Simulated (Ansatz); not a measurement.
Start from `FC[SiH2][SnH3]` and change one atom or group to get `FC[SiH2]CS`.

Ansatz, PBE0-D4/def2-TZVP geometries, multiplicity 1. Each molecule was computed in one conformer, which needn't be the lowest.

Elements past krypton have def2 core potentials.

```
                               property  `FC[SiH2][SnH3]`
   HOMO–LUMO gap (PBE0/def2-TZVPP) / eV              7.77
     LUMO energy (PBE0/def2-TZVPP) / eV             -0.15
  HOMO energy (ωB97M-V/def2-TZVPP) / eV             -9.94
    HOMO–LUMO gap (PBE/def2-TZVPP) / eV              5.91
      LUMO energy (PBE/def2-TZVPP) / eV             -0.94
HOMO–LUMO gap (ωB97M-V/def2-TZVPP) / eV             11.31
```

Give the same properties after the change, and the shifts. (Best estimate.)

Computed: 
| property | `FC[SiH2]CS` | shift |
| --- | --- | --- |
| HOMO–LUMO gap (PBE0/def2-TZVPP) / eV | 6.93 | -0.84 |
| LUMO energy (PBE0/def2-TZVPP) / eV | 0.02 | 0.17 |
| HOMO energy (ωB97M-V/def2-TZVPP) / eV | -9.13 | 0.81 |
| HOMO–LUMO gap (PBE/def2-TZVPP) / eV | 4.81 | -1.10 |
| LUMO energy (PBE/def2-TZVPP) / eV | -0.88 | 0.06 |
| HOMO–LUMO gap (ωB97M-V/def2-TZVPP) / eV | 10.87 | -0.44 |

With PBE0 the HOMO rises by 1.02 eV and the LUMO rises by 0.17 eV, so the gap narrows by about 0.85 eV. PBE moves the HOMO by 1.15 eV and ωB97M-V by 0.81 eV.
